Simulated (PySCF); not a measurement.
Ne+: ionisation energy

Ne+ [He] 2s2 2p5 (2P) → Ne(2+) [He] 2s2 2p4 (3P), as a difference of total energies. Computed with PySCF 2.14 in x2c-QZVPPall with one added diffuse shell each of s, p, d, f type (8s5p4d3f1g, 73 functions), with the spin-free X2C one-electron Hamiltonian (Gaussian nucleus). Correlated levels: valence: 1s2 frozen. The calculations carry no spin-orbit coupling.

```tsv
method	ionisation energy (eV)	error (eV)
UHF	39.259	-1.704
MP2 (valence)	40.860	-0.103
SCS-MP2 (valence)	40.869	-0.094
CCSD (valence)	40.791	-0.172
CCSD(T) (valence)	40.826	-0.137
```

Reference: 40.963 eV (measured; NIST Atomic Spectra Database, ionization energies).

Errors of the correlated levels include the incompleteness of this basis and the frozen core.
